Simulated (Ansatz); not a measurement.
Breaking the Ge1–H4 bond in CH6GeO (SMILES C[O][GeH3]) (multiplicity 1 held, fragments rigid). Energies count from the point at 1.532 Å.
Geometry at that point (charge 0, multiplicity 1):
| atom | x (Å) | y (Å) | z (Å) |
|---|---|---|---|
| Ge | 0.7062 | -0.1175 | 0.1180 |
| O | -0.9059 | -0.1263 | -0.6599 |
| C | -1.9800 | 0.5128 | 0.0058 |
| H | 1.6113 | -0.8802 | -0.8543 |
| H | 1.1614 | 1.3442 | 0.3114 |
| H | 0.6049 | -0.8178 | 1.4893 |
| H | -1.7930 | 1.5836 | 0.1537 |
| H | -2.8707 | 0.4037 | -0.6151 |
| H | -2.1851 | 0.0600 | 0.9838 |

Restricted levels (R-, RO-) in cc, def2 and unpolarised 6-31G sets keep to the state of the molecule at rest. Unrestricted levels (U-) break spin symmetry where that is lower. Curves can end on different states.

Cores are frozen in the correlated methods. Filled d and f shells under p-block atoms count as core.

Programs: Ansatz (Gaussian orbitals). Values without a source in brackets are computed.

**Question.** One of these levels gives 297.2 kJ/mol for the energy at R = 4.902 Å. Name it.
(A) R-SCS-MP2/cc-pVDZ
(B) U-HF/cc-pVDZ
(C) U-CCSD/cc-pVDZ
(D) R-MP2/cc-pVDZ

**Answer.** B, U-HF/cc-pVDZ. The others give 485.3 (R-MP2/cc-pVDZ), 444.6 (R-SCS-MP2/cc-pVDZ), 365.7 (U-CCSD/cc-pVDZ)

Doubts at one or more of the structures used: a spin-contaminated determinant (U-HF/cc-pVDZ, U-CCSD/cc-pVDZ); a restricted determinant that unrestricted orbitals would lower (R-MP2/cc-pVDZ, R-SCS-MP2/cc-pVDZ).

Ansatz is a first-principles code.
